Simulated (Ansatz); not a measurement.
Reaction (cleavage of the Ga–B bond): `FC[B](Cl)[GaH2]` + `N#CO` → `N#C[O][GaH2]` + `FCBCl`

Gas-phase electronic energies from Ansatz, PBE0-D4/def2-TZVP geometries. CBS: MP2 limit from def2 TZ/QZ plus the TZ coupled-cluster correction, frozen cores. This one scheme is used for every species. DFT in def2-TZVPP. B3LYP here is the variant with VWN-RPA as its local correlation; programs differ in this. For Ga outer-core shells are correlated without core-valence functions, which leaves a few kJ/mol of doubt a bond. Scalar relativity is left out up to krypton. One conformer a species, not always the lowest.

```
          species  B3LYP energy (Eh)
`FC[B](Cl)[GaH2]`        -2550.41666
           `N#CO`         -168.71382
   `N#C[O][GaH2]`        -2094.24478
          `FCBCl`         -624.93035
```

(1) Work out ΔE.

Largest T1 diagnostic among the species: 0.015.

## Answers

(1) ΔE = (-2094.24478) + (-624.93035) − (-2550.41666) − (-168.71382) = -0.04465 Eh = -117.2 kJ/mol. CCSD(T)/CBS gives -107.4 kJ/mol.

Leaving LDA and LC-ωPBE aside and taking each functional with its dispersion term where it has one, the values, not all of them listed here, spread over 20.0 kJ/mol, from B2PLYP to PBE-D4. LDA lies +3.6 kJ/mol from PBE without D4. The D4 term adds +4.0 kJ/mol with B3LYP and +2.2 kJ/mol with PBE0; it sums over pairs of atoms, weighted by their polarisabilities, and B3LYP, whose exchange is more repulsive, gets the larger term. In def2-TZVPP, CCSD(T) changes the Hartree–Fock value by +21.6 kJ/mol (the triples alone add +1.3 kJ/mol) and MP2 by +15.0 kJ/mol.
